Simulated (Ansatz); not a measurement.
Spin states of BrOTa (SMILES [O]=[Ta][Br]), each relaxed at B3LYP-D3(BJ)/def2-TZVP; lowest solutions found, singlets restricted, no spin–orbit coupling, no relativity up to Kr.
Multiplicity 3 (charge 0, multiplicity 3):
```xyz
3

Ta     0.53234    -0.32176     0.39603
O      1.23829    -0.10242    -1.14837
Br    -1.80380     0.47155     0.68202
```
Multiplicity 1 (charge 0, multiplicity 1):
```xyz
3

Ta     0.558    -0.348     0.448
O      1.130    -0.068    -1.128
Br    -1.721     0.463     0.610
```

Codes used: Ansatz (Gaussian orbitals). Each number belongs to the level named beside it. In def2 rows elements past Kr take small-core potentials, without spin–orbit coupling.

The energy of multiplicity 1 less that of multiplicity 3 (kcal/mol) and the share of exact exchange:

```json
[
 {"functional": "PBE/def2-TZVPP", "exact exchange (%)": "0", "value": "5.32"},
 {"functional": "PBE0/def2-TZVPP", "exact exchange (%)": "25", "value": "9.77"},
 {"functional": "BLYP/def2-TZVPP", "exact exchange (%)": "0", "value": "1.99"},
 {"functional": "B3LYP/def2-TZVPP", "exact exchange (%)": "20", "value": "5.19"},
 {"functional": "BHLYP/def2-TZVPP", "exact exchange (%)": "50", "value": "9.91"},
 {"functional": "r2SCAN/def2-TZVPP", "exact exchange (%)": "0", "value": "13.37"},
 {"functional": "r2SCANh/def2-TZVPP", "exact exchange (%)": "10", "value": "14.17"}
]
```

Task: Take the value as linear in the share of exact exchange along PBE and PBE0. Give the slope, say whether the sign turns, and set the other functionals against that line.

Result: 
Slope: (9.77 − (5.32))/2.5 = 1.78 kcal/mol for each 10 %. The line keeps its sign from 0 to 100 %. At 50 % it gives 14.2 kcal/mol. The LYP pair gives (9.91 − (1.99))/5 = 1.59 for each 10 %. BHLYP, at 50 %, lies -4.3 from the PBE line. B3LYP, at 20 %, lies -3.7 from the PBE line. r2SCAN, with none, stands 8.0 from PBE. The r2SCAN pair gives 0.80 for 10 %.

Ansatz is a first-principles code.
